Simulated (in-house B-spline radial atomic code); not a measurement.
## Ionising the cobalt ion Co⁷⁺ with different functionals

Computed with a B-spline radial code for spherical atoms: non-relativistic Hamiltonian, point nucleus, spin-polarised at highest spin, spherical fractional occupations for the functionals, and exact exchange of hybrids averaged over the configuration. The ionisation energy is the difference of two self-consistent energies, [Ar] 3d2 → [Ar] 3d1, without Breit or QED terms; ε is the level of the shell that loses the electron (its least bound occupied spin orbital).

| method | rung | ΔSCF (eV) | -ε(3d) (eV) |
| --- | --- | --- | --- |
| PBE0 | global hybrid | 157.62 | 147.45 |
| B3LYP | global hybrid | 157.76 | 146.79 |
| TPSSh | global hybrid | 157.42 | 144.94 |
| M06-2X | global hybrid | 157.52 | 151.84 |
| BHandHLYP | global hybrid | 157.55 | 151.27 |
| r2SCAN0 | global hybrid | 157.50 | 147.49 |
| B97-1 | global hybrid | ? | ? |
| HSE06 | range-separated hybrid | 157.54 | 146.95 |
| wB97X | range-separated hybrid | 157.31 | 149.42 |
| CAM-B3LYP | range-separated hybrid | ? | ? |
| LC-wPBE | range-separated hybrid | 157.63 | 149.29 |

(1) What does CAM-B3LYP give?

(2) What does B97-1 give?

(3) Among the functionals, which spreads more, the ΔSCF values or the orbital energies?

(4) How do they compare with the NIST value?

Answers

(1) ΔSCF 157.71 eV, and -ε(3d) = 148.81 eV.

(2) ΔSCF 157.59 eV, and -ε(3d) = 146.79 eV.

(3) The orbital energies: ΔSCF values span about 0.45 eV and the orbital energies 6.89 eV; here energy differences depend much less on the functional than eigenvalues do.

(4) NIST lists 157.8 eV ± 0.6 (semi-empirical, ground level to ground level). Errors run from -0.49 to -0.04 eV; all lie within about twice that uncertainty, so the table can't rank the methods.
